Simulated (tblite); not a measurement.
Species: C6H11F3NP.
Geometry (GFN2-xTB, Å), atoms numbered from 1 in this order:
```xyz
22
C6H11F3NP angstrom
C     -2.234   -1.147    0.327
P     -1.009    0.098    0.920
N      0.033    0.099   -0.456
C      0.752   -1.142   -0.722
C      2.022   -1.094    0.137
C      2.289    0.410    0.317
C      1.108    1.091   -0.391
C     -2.046    1.575    0.306
F     -1.446    2.759    0.506
F     -3.207    1.625    0.984
F     -2.360    1.520   -0.995
H     -1.918   -2.145    0.627
H     -2.330   -1.092   -0.758
H     -3.192   -0.940    0.802
H      1.014   -1.138   -1.784
H      0.134   -2.016   -0.522
H      2.850   -1.610   -0.345
H      1.837   -1.569    1.101
H      3.237    0.715   -0.122
H      2.300    0.676    1.374
H      0.783    2.000    0.114
H      1.372    1.345   -1.422
```

Computed with GFN2-xTB (tblite): harmonic, unscaled wavenumbers at the GFN2-xTB geometry, gas phase. Errors from tens to a few hundred cm⁻¹ against measured bands are possible. One conformer, not necessarily the lowest.

Harmonic wavenumbers (cm⁻¹): 30.5, 43.2, 55.5, 92.7, 128.1, 179.3, 199.0, 226.6, 255.1, 274.7, 338.6, 351.6, 420.0, 469.1, 479.8, 631.8, 641.9, 666.4, 680.0, 737.4, 828.2, 859.1, 867.6, 880.7, 958.3, 973.9, 992.8, 1009.1, 1042.0, 1053.8, 1084.8, 1093.3, 1103.1, 1131.0, 1176.9, 1188.4, 1210.1, 1246.8, 1288.9, 1295.4, 1305.9, 1308.7, 1314.5, 1423.3, 1449.5, 1468.7, 1480.4, 1481.5, 1500.5, 2939.5, 2946.5, 2985.9, 2988.8, 3003.5, 3006.6, 3011.6, 3013.9, 3016.0, 3017.7, 3024.2.

A = 1754, B = 679.3, C = 582.9 MHz; mass 185.058 u (most abundant isotopes); point group C1, symmetry number 1.

What is the zero-point energy?

½Σν̃ = 36936 cm⁻¹ = 441.86 kJ/mol.

Entropy at 298.15 K, 1 bar (ideal gas, RRHO, classical rotation)?

Translation 173.97, rotation 127.68, vibration 167.45: S = 469.1 J/(mol K).

And Cp and H(298.15 K) − H(0)?

Cp = 192.59 J/(mol K), of which vibrations give 159.33 (their classical limit is 60 R = 498.9); H(298.15 K) − H(0) = 34.74 kJ/mol without the zero-point energy, 24.82 from vibrations.

Blend soft modes into free rotors: weight 1/[1 + (100 cm⁻¹/ν̃)⁴] for the oscillator and the rest for a rotor with moment μB/(μ + B), μ = h/(8π²ν), B = 10⁻⁴⁴ kg m². What vibrational entropy results?

148.00 J/(mol K) in place of 167.45, which changes −T·S at 298.15 K by +5.80 kJ/mol.

What must be added to the electronic energy to get the Gibbs energy at 298.15 K and 1 bar?

ZPE + [H(298.15 K) − H(0)] − T·S = 441.86 + 34.74 − 139.86 = 336.74 kJ/mol.

How do the functions run with temperature in this model?

```
 T (K)  S (J/(mol K))  Cp (J/(mol K))  H − H(0) (kJ/mol)  G − H(0) (kJ/mol)  ln q(vib)
    50          268.1            66.1               2.45             -10.95       1.21
   100          322.8            94.2               6.47             -25.80       3.12
373.15          516.5           230.9              50.63            -142.10      12.62
   500          592.1           286.5              83.59            -212.47      16.76
   750          723.8           361.7             165.40            -377.44      24.56
  1000          834.8           408.9             262.13            -572.64      31.75
```

q(vib) and H(0) count from the zero-point level.

Hindered rotation and anharmonicity are outside this model. Other conformers, if any are populated, would add a mixing term that is left out. The structure is chiral; the term R ln 2 for an equal mix with its mirror image is left out.

The run took 1.1 s wall on one thread of an Arm Neoverse V1, shared host. This covers the Hessian and the dipole derivatives.
